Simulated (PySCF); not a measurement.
HAl, charge +1, doublet, at a GFN2-xTB geometry (such geometries of metal compounds can be far from the true shape) (a state made from the parent by changing its charge; the spin is typed, not shown lowest).

Input for PySCF:
```python
from pyscf import gto, scf, mp

mol = gto.M(
    atom='''
Al   -0.000000   -0.000000   -0.111881
H     0.000000    0.000000    1.454449
''',
    basis='pc-1',
    charge=1,
    spin=1,
    verbose=4,
)

mf = scf.UHF(mol)
mf.kernel()

pt = mp.MP2(mf, frozen=5)
pt.kernel()
print('E(MP2) = %.10f' % pt.e_tot)
```

Q: What does this run give for the total energy, MP2 correlation energy, nuclear repulsion energy, SCF-reference HOMO energy, SCF-reference <S^2>, number of basis functions?

A: 
| Quantity | Value |
|---|---|
| total energy | -242.2037 Eh |
| MP2 correlation energy | -0.0268 Eh |
| nuclear repulsion energy | 4.3920 Eh |
| SCF-reference HOMO energy | -16.88 eV |
| SCF-reference <S^2> | 0.772 |
| number of basis functions | 23 |

These values belong to the state on which the SCF converged, which isn't shown to be the lowest.
